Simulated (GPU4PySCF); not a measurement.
C13H10N2, SMILES c1ccccc1-n1cnc2ccccc21.

The structure is a stationary point at r2SCAN-D4/def2-TZVP. Other conformers were not sampled.

Method: TDDFT-PBE/def2-SVPD (GPU4PySCF).

Vertical excitations. The molecule is in vacuum.

| state | energy (eV) | λ (nm) | f | main pairs |
|---|---|---|---|---|
| S1 | 3.97 | 312 | 0.004 | HOMO→LUMO+1 90 % |
| S2 | 3.99 | 311 | 0.087 | HOMO→LUMO 76 % |
| S3 | 4.13 | 300 | 0.001 | HOMO−1→LUMO+1 96 % |
| S4 | 4.15 | 299 | 0.039 | HOMO−1→LUMO 78 % |
| S5 | 4.52 | 274 | 0.021 | HOMO→LUMO+2 75 % |
| S6 | 4.61 | 269 | 0.023 | HOMO−2→LUMO 92 % |
| S7 | 4.66 | 266 | 0.001 | HOMO−2→LUMO+1 97 % |
| S8 | 4.88 | 254 | 0.098 | HOMO−1→LUMO+2 59 %, HOMO→LUMO+3 25 % |
| S9 | 4.91 | 253 | 0.010 | HOMO−2→LUMO+2 92 % |
| S10 | 5.15 | 241 | 0.001 | HOMO−3→LUMO+1 51 %, HOMO−4→LUMO 47 % |
| S11 | 5.35 | 232 | 0.024 | HOMO−4→LUMO+2 38 %, HOMO−3→LUMO 29 %, HOMO−3→LUMO+2 11 %, HOMO−3→LUMO+1 7 % |
| S12 | 5.37 | 231 | 0.041 | HOMO−4→LUMO+2 43 %, HOMO−3→LUMO 29 %, HOMO−3→LUMO+2 7 % |
| T1 | 3.57 | 348 | 0 | HOMO→LUMO 70 %, HOMO→LUMO+2 19 % |
| T2 | 3.67 | 338 | 0 | HOMO→LUMO+2 36 %, HOMO−1→LUMO 29 %, HOMO→LUMO 22 % |
| T3 | 3.81 | 326 | 0 | HOMO→LUMO+1 88 % |
| T4 | 3.85 | 322 | 0 | HOMO−1→LUMO 44 %, HOMO→LUMO+2 40 %, HOMO→LUMO+1 7 % |
Triplets are in the Tamm–Dancoff approximation, which puts them higher than full response would, so one can lie above its singlet here.
